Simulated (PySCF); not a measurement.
Dipole moment and polarisability of `O=S1(=O)[C@@H](F)C=C[C@@H]1F`

Compound: C4H4F2O2S.
Geometry (GFN2-xTB, Å), atoms numbered from 1 in this order:
```xyz
13
C4H4F2O2S angstrom
O      0.1024    2.4794   -0.5746
S      0.1065    1.3121    0.2437
O      0.2589    1.4634    1.6550
C      1.2572   -0.0503   -0.4056
F      2.5359    0.0851    0.0125
C      0.5664   -1.2177    0.1617
C     -0.7527   -1.1068    0.3299
C     -1.3485    0.1639   -0.1177
F     -1.4456    0.2685   -1.4804
H      1.2250    0.0643   -1.4913
H      1.1490   -2.0525    0.5163
H     -1.3545   -1.8572    0.8137
H     -2.3043    0.4485    0.3191
```

Level: PBE0/def2-SVPD (PySCF), static field, nuclei fixed, core orbitals frozen in the response. The polarisability tensor in these axes (au):

```
x   75.05  0.03 -0.46
y    0.03 76.31 -1.71
z   -0.46 -1.71 61.36
```

What are the eigenvalues, a third of the trace, and Δα (Δα² = ½Σ(αi − αj)² over the three pairs)?

Principal values 61.16, 75.06 and 76.51 au; mean 70.91 au = 10.51 Å³ = 11.69 × 10⁻⁴⁰ C²·m²/J; Δα = 14.68 au (21 % of the mean).

What is the dipole moment, and where does it point?

(-1.56, -4.62, -0.40) D, 4.90 D in size, pointing from the negative to the positive side. Measured along this direction, the outermost atoms are O1 at the negative end and H12 at the positive end.

How large is μ²/3kT at 298 K beside α?

In Gaussian units μ²/3kT = 194.16 Å³ against 10.51 Å³, a ratio of 18.48; the Debye molar polarisation (4π/3)N_A(α + μ²/3kT) is 516.3 cm³/mol, leaving out the vibrational part.

Traceless (Buckingham) quadrupole moment about the centre of nuclear charge: eigenvalues?

-10.27, 0.90, 9.37 D·Å. The values depend on the origin, since the dipole doesn't vanish. The electronic extent ⟨r²⟩ about the same centre is 1063 bohr², a root-mean-square distance of 1.95 Å for the 78 electrons.

Rayleigh depolarisation ratio (linearly polarised light, static tensor)?

ρ = 3Δα²/(45ᾱ² + 4Δα²) = 646.5/(226260 + 862.0) = 0.00285.

Refractivity n − 1 of an ideal gas of it at 400 K and 1 atm, from the electronic α?

N = p/kT = 1.8347 × 10¹⁹ cm⁻³, so n − 1 = 2π × N × 10.51 × 10⁻²⁴ cm³ = 1211 × 10⁻⁶ at long wavelengths.

One conformer (not necessarily the lowest) at the GFN2-xTB geometry, without solvent, vibrations or thermal averaging.
